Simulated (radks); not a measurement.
The numbers below are computed, except where a source is named.
These are the eigenvalues of the occupied orbitals of an atom or ion with whole-number occupations (eV). Code: a radial shooting solver on a logarithmic mesh with Libxc functionals. Model: scalar-relativistic Kohn-Sham, Wu-Cohen GGA, spin-unpolarised, spherical densities, finite nucleus; Fermi nuclear charge, rms radius of each element as measured or else 0.836 A^(1/3) + 0.57 fm.

1s: -76727.53
2s: -13943.83
2p: -12201.57
3s: -3743.908
3p: -3233.919
3d: -2671.970
4s: -1261.810
4p: -1089.255
4d: -878.4797
4f: -645.7261
5d: -442.3541

Which element is it, and in what charge state? The configuration may be excited.

Answer. Z = 77, iridium, charge +22: Ir22+ in [Kr] 4d10 4f8 5d1. The list shows which subshells hold electrons but not how many an open one holds; the 1s level, -2819.7 hartree, gives Z - s = 75.1 by -(Z - s)^2/2, which with screening and relativity narrows Z to a few neighbours, and the depths of the outer levels then fix element, charge and occupations together.
